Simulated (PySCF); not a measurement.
`CB(C)c1cnc(C)cn1`. The calculation used PySCF, PBE0-D3(BJ)/def2-SVP geometry optimisation, gas phase.

```
atom  x, y, z in Å
C1    -2.8461   -0.9596   -0.1430
B2    -1.8792    0.2443    0.1514
C3    -2.4456    1.6512    0.5340
C4    -0.3110    0.0681    0.0564
C5     0.3184   -1.1789   -0.0720
N6     1.6384   -1.3353   -0.1511
C7     2.3833   -0.2331   -0.1075
C8     3.8688   -0.3714   -0.2100
C9     1.7681    1.0278    0.0238
N10    0.4608    1.1770    0.1052
H11   -2.4407   -1.9641    0.0486
H12   -3.0622   -0.9154   -1.2290
H13   -3.8187   -0.8604    0.3626
H14   -3.4470    1.8539    0.1246
H15   -1.7509    2.4717    0.3060
H16   -2.5615    1.6384    1.6365
H17   -0.2781   -2.0968   -0.1083
H18    4.2354    0.0440   -1.1628
H19    4.1411   -1.4331   -0.1645
H20    4.3794    0.1720    0.5996
H21    2.3823    1.9364    0.0637
```

Problem. What is the longest distance between nuclei?

Solution. H14···H19 and H13···H20, 8.274 Å down to 8.266 Å.

Problem. Work out the bond lengths C3–H14, C3–H15, C4–N10, C5–N6, C8–H18, C8–H19, C9–H21 in bohr.

Solution. For C3–H14 the difference vector is (-1.0014, 0.2027, -0.4094) Å, of length 1.1007 Å. 1 bohr = 0.529177 Å. C3–H14 2.080; C3–H15 2.077; C4–N10 2.555; C5–N6 2.516; C8–H18 2.083; C8–H19 2.073; C9–H21 2.074 bohr.

Problem. How far are the heavy atoms from their best plane (unweighted least squares)?

Solution. 0.086 Å rms; C1 0.15, B2 0.00, C3 0.15, C4 0.00, C5 0.09, N6 0.09, C7 0.00, C8 0.02, C9 0.08, N10 0.08 Å (magnitudes).

Problem. Where is the centre of mass (commonest isotopes), and what is the radius of gyration?

Solution. Mass 134.102 u; centre at (0.293, 0.010, 0.019) Å; Rg = √(Σ m r²/M) = 2.438 Å. As Ia + Ib + Ic = 2 Σ m r², the three principal moments sum to 1593.7 u·Å².

Problem. Give the dihedral angles C4–B2–C3–H14, C5–N6–C7–C8, H17–C5–N6–C7, H11–C1–B2–C4.

Solution. C4–B2–C3–H14 152° (antiperiplanar); C5–N6–C7–C8 -179° (antiperiplanar); H17–C5–N6–C7 180° (antiperiplanar); H11–C1–B2–C4 28° (synperiplanar). Dihedral signs follow IUPAC: positive where, seen along the central bond, the front bond turns clockwise onto the rear one.

Problem. Write the matrix of distances between heavy atoms (Å, lower triangle).

Solution. 
```
C1    0.000
B2    1.572  0.000
C3    2.727  1.564  0.000
C4    2.743  1.581  2.700  0.000
C5    3.173  2.628  4.002  1.403  0.000
N6    4.500  3.868  5.106  2.411  1.332  0.000
C7    5.280  4.297  5.223  2.716  2.271  1.331  0.000
C8    6.741  5.792  6.672  4.211  3.644  2.430  1.495  0.000
C9    5.027  3.733  4.290  2.290  2.642  2.373  1.409  2.535  0.000
N10   3.945  2.519  2.976  1.352  2.367  2.786  2.394  3.757  1.318  0.000
```

PBE0-D3(BJ)/def2-SVP frequencies: not computed here.

Hardware: Arm Neoverse V2, one thread, no GPU (shared host). Cost: 3.6 min wall, 0.89 GiB resident at most. This is the geometry optimisation.
